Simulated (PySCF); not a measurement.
Distorted geometries of Er(SH)3

Er(SH)3 (singlet in the valence; each metal's 4f electrons, 11 of them, lie in its core potential, out of spins and levels). PySCF 2.14.0, RKS B3LYP, Er lcecp-1-SVP with ECP57, S def2-SVP, H def2-SVP; non-relativistic Hamiltonian with scalar-relativistic core potentials where named; density fitting; no spin-orbit coupling. Relaxed geometry:

```xyz
7

Er    0.0000    0.0000    0.8915
S     2.5331    0.4304    0.9157
H     2.8613   -0.8869    0.9041
S    -1.6393    1.9786    0.9157
H    -0.6626    2.9214    0.9041
S    -0.8938   -2.4090    0.9157
H    -2.1987   -2.0345    0.9041
```

Order these distorted geometries by energy above the relaxed one, lowest first.
A.
```xyz
7

Er    0.1134   -0.1987    0.7916
S     2.6910    0.4165    1.0340
H     2.8970   -0.7002    0.5751
S    -1.8363    1.8993    1.0353
H    -0.8351    3.1491    1.0049
S    -0.9164   -2.3625    1.0263
H    -2.1136   -2.2036    0.8836
```
B.
```xyz
7

Er   -0.0357   -0.0729    0.9641
S     2.4994    0.5313    0.9133
H     2.8419   -1.0035    0.9592
S    -1.6211    2.0783    0.9166
H    -0.5183    2.9069    0.8668
S    -0.9080   -2.4808    0.8706
H    -2.2582   -1.9592    0.8600
```
C.
```xyz
7

Er   -0.0436    0.0002    0.9235
S     2.5850    0.4757    0.8967
H     2.8480   -0.9309    0.8997
S    -1.6097    1.9926    0.9426
H    -0.6696    2.8792    0.8977
S    -0.9082   -2.3975    0.8832
H    -2.2020   -2.0193    0.9073
```

C (0.18 eV), B (0.57 eV), A (1.75 eV).

Which forces (eV/Å) act in the one that lies 0.18 eV up?


```
Er   1.20  0.15 -0.01
S   -0.56 -1.66  0.01
H   -0.25  1.47 -0.01
S   -1.67 -1.09  0.06
H    1.41  1.30 -0.06
S    0.13 -0.22  0.00
H   -0.26  0.04  0.00
```
Forces carry noise of the integration grid, about 0.01 to 0.03 eV/Å.

An lcecp potential fixes the number of 4f electrons, so in runs with it no electron can move into or out of that shell.
